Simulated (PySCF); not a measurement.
Molecule: SMILES FCC1OCCO1, C4H7FO2.

Geometry (Å), atoms numbered from 1 in this order:
```xyz
14

F     1.2079    0.2747    1.5214
C     1.7271    0.3180    0.2529
C     0.6340    0.0832   -0.8120
O     0.0169   -1.1638   -0.6778
C    -1.1138   -0.9773    0.1569
C    -1.3851    0.5407    0.0998
O    -0.3779    1.0458   -0.7607
H     2.4843   -0.4678    0.1866
H     2.1688    1.3088    0.1189
H     1.1182    0.1327   -1.7968
H    -0.8933   -1.3051    1.1783
H    -1.9298   -1.5747   -0.2537
H    -2.3518    0.7867   -0.3429
H    -1.3062    0.9976    1.0920
```

Frames of a GFN2-xTB Langevin trajectory at 300 K; GIAO PBE0/pcSseg-1 shieldings in PySCF, gas phase, non-relativistic; equivalent atoms averaged within each frame.

Referencing at the same level of theory: $^{19}$F (170.95 ppm) vs CFCl3; $^{13}$C (186.93 ppm), $^{1}$H (31.72 ppm) against TMS; H2O for $^{17}$O (336.08 ppm). The references are static minima.

**Question.** How do the shifts (ppm) fluctuate along the trajectory?

**Answer.** 
```tsv
time (fs)	F1	C3	C2	C5/C6	O4/O7	H10	H12/H13	H8/H9	H11/H14
250	-252.3	108.7	88.5	68.0	74.6	6.07	4.85	4.37	4.34
425	-253.4	116.5	98.6	72.7	90.5	6.02	4.52	4.85	4.51
625	-263.9	122.0	88.6	74.0	97.1	7.55	4.28	5.53	4.88
800	-259.3	114.4	92.8	74.2	74.4	4.83	4.86	5.03	4.18
1000	-263.8	124.5	86.5	71.7	75.9	6.67	4.78	5.42	4.20
mean of frames	-258.5	117.2	91.0	72.1	82.5	6.23	4.66	5.04	4.42
standard deviation	5.5	6.2	4.8	2.5	10.6	0.99	0.25	0.47	0.29
```

5 frames give an uncertainty of the mean of about the standard deviation over 2.2 at best, since frames this close in time may not be independent; classical motion lacks zero-point vibration, and the reference would need the same averaging.
